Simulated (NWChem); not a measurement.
System: CaF$_{2}$; SMILES [F][Ca][F]

Output (shortened):

```
             Northwest Computational Chemistry Package (NWChem) 7.3.0
             --------------------------------------------------------

 C2V symmetry detected

                             Geometry "geometry" -> ""
                             -------------------------

 Output coordinates in angstroms (scale by  1.889725989 to convert to a.u.)

  No.       Tag          Charge          X              Y              Z
 ---- ---------------- ---------- -------------- -------------- --------------
    1 Ca                  20.0000     0.00000000     0.00000000     0.35846053
    2 F                    9.0000     1.82039400     0.00000000    -0.39828947
    3 F                    9.0000    -1.82039400     0.00000000    -0.39828947

 Effective nuclear repulsion energy (a.u.)     108.4057860260

      Symmetry information
      --------------------

 Group name             C2v
 Group number             16
 Group order               4
 No. of unique centers     2

                                 NWChem DFT Module
                                 -----------------

 Summary of "ao basis" -> "ao basis" (spherical)
 ------------------------------------------------------------------------------
       Tag                 Description            Shells   Functions and Types
 ---------------- ------------------------------  ------  ---------------------
 Ca                         def2-svp                10       24   5s3p2d
 F                          def2-svp                 6       14   3s2p1d

      Symmetry analysis of basis
      --------------------------

        a1         22
        a2          6
        b1         15
        b2          9

            General Information
            -------------------
          SCF calculation type: DFT
          Wavefunction type:  closed shell.
          No. of atoms     :     3
          No. of electrons :    38
           Alpha electrons :    19
            Beta electrons :    19
          Charge           :     0
          Spin multiplicity:     1
          Use of symmetry is: on ; symmetry adaption is: on
          Maximum number of iterations: 150
          AO basis - number of functions:    52
                     number of shells:    22
          Convergence on energy requested:  1.00D-06
          Convergence on density requested:  1.00D-05
          Convergence on gradient requested:  5.00D-04

              XC Information
              --------------
                  TPSS metaGGA Exchange Functional  1.000
             TPSS03 metaGGA Correlation Functional  1.000

             Grid Information
             ----------------
          Grid used for XC integration:  medium
          Radial quadrature: Mura-Knowles
          Angular quadrature: Lebedev.
          Tag              B.-S. Rad. Rad. Pts. Rad. Cut. Ang. Pts.
          ---              ---------- --------- --------- ---------
          Ca                  1.80      112          11.0       590
          F                   0.50       49           8.0       434
          Grid pruning is: on
          Number of quadrature shells:   161
          Spatial weights used: Becke

      Superposition of Atomic Density Guess
      -------------------------------------

 Sum of atomic energies:        -875.24572668

      Non-variational initial energy
      ------------------------------

 Total energy =    -874.959066
 1-e energy   =   -1419.910384
 2-e energy   =     436.545531
 HOMO         =      -0.645783
 LUMO         =      -0.137349

      Symmetry analysis of molecular orbitals - initial
      -------------------------------------------------

  Numbering of irreducible representations:

     1 a1          2 a2          3 b1          4 b2

  Orbital symmetries:

     1 a1          2 a1          3 b1          4 a1          5 b1
     6 a1          7 b2          8 a1          9 b1         10 a1
    11 b2         12 a1         13 b1         14 a1         15 a2
    16 b1         17 b2         18 a1         19 b1         20 a1
    21 a1         22 b2         23 a1         24 b1         25 b2
    26 a1         27 a2         28 a1         29 b1

   convergence    iter        energy       DeltaE   RMS-Dens  Diis-err
 ---------------- ----- ----------------- --------- --------- ---------
 d= 0,ls=0.0,diis     1   -877.0297359766 -9.85D+02  7.92D-02  1.41D+00
 d= 0,ls=0.0,diis     2   -870.9648019500  6.06D+00  6.91D-02  5.79D+01
 d= 0,ls=0.0,diis     3   -877.1919126498 -6.23D+00  2.99D-03  2.87D-01
 d= 0,ls=0.0,diis     4   -877.2119767253 -2.01D-02  1.41D-03  1.91D-02
 d= 0,ls=0.0,diis     5   -877.2141653228 -2.19D-03  3.01D-04  8.80D-04
  Resetting Diis
 d= 0,ls=0.0,diis     6   -877.2142425401 -7.72D-05  5.27D-05  1.87D-05
 d= 0,ls=0.0,diis     7   -877.2142447642 -2.22D-06  1.42D-05  3.32D-07
 d= 0,ls=0.0,diis     8   -877.2142447331  3.11D-08  9.51D-06  7.14D-07

         Total DFT energy =     -877.214244733103
      One electron energy =    -1426.249034879724
           Coulomb energy =      497.932382495880
    Exchange-Corr. energy =      -57.303378375236
 Nuclear repulsion energy =      108.405786025976

 Numeric. integr. density =       38.000061561324

                  Occupations of the irreducible representations
                  ----------------------------------------------

[...]

                         DFT ENERGY GRADIENTS

    atom               coordinates                        gradient
                 x          y          z           x          y          z
   1 Ca      0.000000   0.000000   0.677392    0.000000   0.000000   0.000092
   2 F       3.440046   0.000000  -0.752658   -0.000262   0.000000  -0.000046
   3 F      -3.440046   0.000000  -0.752658    0.000262  -0.000000  -0.000046
```

Level: TPSS/def2-SVP. All runs use the structure optimised with PBE-D3(BJ)/def2-SVP.

Problem. Which NWChem input produces such a log?

Solution. Several could match; the one computed here: the input that was run:
```
start job
memory heap 200 mb stack 900 mb global 1100 mb
geometry units angstroms noautoz
  Ca     0.000000     0.000000     0.291113
  F      1.820394     0.000000    -0.465637
  F     -1.820394     0.000000    -0.465637
end
basis spherical
  * library def2-svp
end
dft
  xc xtpss03 ctpss03
  iterations 150
  grid medium becke
end
task dft gradient
```
